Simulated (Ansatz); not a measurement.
`F[SiH2][InH2]` + `C=N` → `C=[N][InH2]` + `F[SiH3]`  (cleavage of the In–Si bond)

Gas-phase electronic energies from Ansatz, PBE0-D4/def2-TZVP geometries. CBS: MP2 limit from def2 TZ/QZ plus the TZ coupled-cluster correction, frozen cores. This one scheme is used for every species. DFT in def2-TZVPP. Elements past krypton have def2 core potentials. For In outer-core shells are correlated without core-valence functions, which leaves a few kJ/mol of doubt a bond.

Task: Is it downhill or uphill in electronic energy at CCSD(T)/CBS, and by how much? (Estimate.)

Result: Computed: Uphill: ΔE = +0.18 eV.

Task: What do these levels give: BLYP-D4, B97M-V, PBE0-D4, r2SCANh-D4, r2SCANh, CCSD/def2-TZVPP? (Estimate.)

Result: Computed: BLYP-D4 0.20, B97M-V 0.24, PBE0-D4 0.34, r2SCANh-D4 0.26, r2SCANh 0.26, CCSD/def2-TZVPP 0.21 eV.

Largest T1 diagnostic among the species: 0.015.

At CCSD(T), def2-SVP lies +0.04 eV from the extrapolated value and def2-TZVPP +0.01 eV. From r2SCAN to r2SCAN0 (25 % exact exchange), in def2-TZVPP and without D4, ΔE moves by +0.03 eV.
